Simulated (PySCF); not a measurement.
# Simulated absorption spectrum

Species: C₈H₁₃P.
Geometry (PBE0-D3(BJ)/def2-SVP, Å), atoms numbered from 1 in this order:
```xyz
22
C8H13P angstrom
C     -2.323   -1.684    0.808
C     -1.733   -0.480    0.775
C     -0.687   -0.075   -0.154
C     -0.139    1.166   -0.202
C     -0.482    2.335    0.660
C      0.894    1.375   -1.276
P      1.382   -0.311   -1.918
C      2.564   -0.774   -0.566
C     -0.167   -1.049   -1.182
H     -2.051   -2.481    0.111
H     -3.106   -1.909    1.537
H     -2.058    0.271    1.502
H      0.396    2.651    1.249
H     -0.766    3.202    0.039
H     -1.306    2.138    1.358
H      1.778    1.926   -0.910
H      0.478    1.985   -2.099
H      3.507   -0.224   -0.705
H      2.160   -0.557    0.436
H      2.792   -1.848   -0.637
H      0.057   -2.039   -0.752
H     -0.917   -1.219   -1.976
```

Computed, not measured: TDDFT B3LYP/def2-SVPD, vertical, gas phase, core orbitals frozen in the response in PySCF 2.14.0, density-fitted response routines.

Computed states:

| state | E (eV) | f |
| --- | --- | --- |
| S1 | 4.57 | 0.0028 |
| S2 | 5.15 | 0.476 |
| S3 | 5.65 | 0.013 |
| S4 | 6.00 | 0.017 |
| S5 | 6.00 | 0.0032 |
| S6 | 6.17 | 0.010 |
| S7 | 6.29 | 0.090 |
| S8 | 6.31 | 0.0062 |
| S9 | 6.37 | 0.075 |
| S10 | 6.47 | 0.015 |

Each state is given a Gaussian of 0.3 eV full width at half maximum, with ε(max) = 2.175×10⁸ f / Δν̃ (Δν̃ the width in cm⁻¹). The cross-section is σ = 3.8235×10⁻²¹ ε cm², given in Mb (10⁻¹⁸ cm²). The width is an assumption, not a result. The curve ends short of the highest state used, and states not computed would add to its high-energy end.

Question: Give the broadened spectrum and its maxima.

Answer: 
λ (nm), σ (Mb) and a bar:
```
    211.2       5.50 #
    214.3       4.22 #
    217.4       4.46 #
    220.5       4.45 #
    223.6       4.25 #
    226.7       8.04 ##
    229.8      24.47 #####
    232.9      61.76 ############
    236.0     114.17 #####################
    239.1     155.78 #############################
    242.2     160.22 ##############################
    245.3     126.81 ########################
    248.4      78.76 ###############
    251.5      39.10 #######
    254.6      15.82 ###
    257.7       5.40 #
    260.8       1.79 
    263.9       0.92 
    267.0       0.88 
    270.1       0.97 
    273.2       0.95 
    276.3       0.80 
    279.4       0.58 
    282.5       0.36 
    285.6       0.20 
    288.7       0.10 
    291.8       0.04 
    294.9       0.02 
    298.0       0.01 
    301.1       0.00
```

Maxima: 271 nm (4.57 eV), ε about 260, made up of S1 (99%); 241 nm (5.15 eV), ε about 43000, made up of S2 (100%); 219 nm (5.66 eV), ε about 1200, made up of S3 (94%) (ε in L mol⁻¹ cm⁻¹; maxima over ε = 5, shares over 10%). At its high-energy end, 5.87 eV, the curve is still rising (ε about 1400, from S3, S4 and S5).

Question: Coming from long wavelengths, where does ε first pass 100 L mol⁻¹ cm⁻¹?

Answer: At about 282 nm (4.39 eV), 0.17 eV below S1.

Question: What would ε be at 5.15 eV, the highest of these maxima, with half the width (0.15 eV)?

Answer: About 85400 L mol⁻¹ cm⁻¹ against 42800, a factor of about 1.99; a lone state at its own centre would give exactly 2.

Question: On this curve, what absorbance would a 10⁻³ mol/L sample give at 280 nm over a 1 cm path?

Answer: 280 nm is 4.428 eV, where ε is about 140 L mol⁻¹ cm⁻¹, so A = ε c l ≈ 0.14 (Beer–Lambert, with the gas-phase spectrum and the assumed width).

The vertical ionisation energy (ΔSCF) is 7.91 eV, 1.44 eV above S10.

One conformer stands for the species.
